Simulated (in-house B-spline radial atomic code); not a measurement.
Stripping cobalt of all its electrons. The total binding energy is the sum of the 27 successive ionisation energies. Configuration: [Ar] (3d3/2)4 (3d5/2)3 4s2. Computed with a radial B-spline atomic code at the basis-set limit: Dirac-Hartree-Fock, average of the jj configuration, Fermi nucleus of rms radius 3.7875 fm.

Dirac-Coulomb total energy: -1392.0170 hartree. First-order corrections (hartree): Breit 0.531, self-energy 0.3886, vacuum polarisation -0.03335, recoil 0.00991.

Problem. What total binding energy follows, and how does it compare with the sum of NIST's ionisation energies?

Solution. 37854.3 eV from the corrected total, against 37900.1 ± 6.1 eV from NIST's table (measured, semi-empirical and theoretical entries, uncertainties added in quadrature). The table binds 45.8 eV more, 1.70 eV per electron, the size expected of the correlation energy that Hartree-Fock leaves out.

Problem. What share of the binding belongs to the last two electrons?

Solution. 52 % by NIST's values (19556.3 eV).
